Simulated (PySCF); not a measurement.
## Computed properties of Nb(O)(Cl)2(Me) (CH3Cl2NbO), SMILES [CH3][Nb](=[O])([Cl])[Cl], multiplicity 1

Nb(O)(Cl)2(Me) (CH₃Cl₂NbO), SMILES [CH3][Nb](=[O])([Cl])[Cl], multiplicity 1. Geometry: PBE0-D3(BJ)/def2-SVP. The multiplicity is an assumed one; no other spin state was optimised. The structure was generated by enumeration; whether it is a known compound was not checked. The def2 effective core potentials stand for the cores of Nb; spin–orbit coupling is left out. One conformer was computed; it need not be the lowest. All values are computed for the isolated molecule unless a solvent is named; none is compared with measurement here.

**Structure.** The optimised structure has Cs symmetry. All 18 harmonic modes at PBE0-D3(BJ)/def2-SVP (PySCF) are real, so it is a minimum. With heavy atoms numbered as in [Nb:1](=[O:2])([Cl:3])([Cl:4])[CH3:5], the shortest bond between them is Nb1–O2 at 1.678 Å and the longest Nb1–Cl4 at 2.296 Å.

**Vibrations.** The strongest infrared lines (harmonic, unscaled, degenerate partners summed) lie at 1065 cm⁻¹ (172 km/mol, O 84 %, Nb 15 %), 433 cm⁻¹ (65 km/mol, Cl 46 %, Nb 31 %, H 18 %), 553 cm⁻¹ (59 km/mol, C 62 %, H 22 %, Nb 15 %). The softest mode is at 97 cm⁻¹ and the zero-point energy is 25.4 kcal/mol.

**Electronic structure.** M06-2X/def2-TZVP (PySCF) places the frontier levels at -10.32 and -2.14 eV, a gap of 8.18 eV, and gives a dipole moment of 2.22 D and a mean polarisability of 78.2 bohr³. PBE/def2-TZVP (PySCF) at the same geometry gives -7.64 and -3.79 eV, so its gap is 4.33 eV narrower. An orbital gap is neither the optical nor the fundamental gap.

**Excitations.** TDDFT-B3LYP/def2-SVPD (PySCF) has S1 at 4.11 eV (302 nm, f = 0.000, dark); the most intense of the 10 singlets computed lies at 5.25 eV (f = 0.02). T1 (TDA) is at 3.76 eV. TDDFT-PBE/def2-SVPD (PySCF) puts S1 at 3.94 eV. No vertical singlet excitation falls in the visible range (under 3.1 eV).
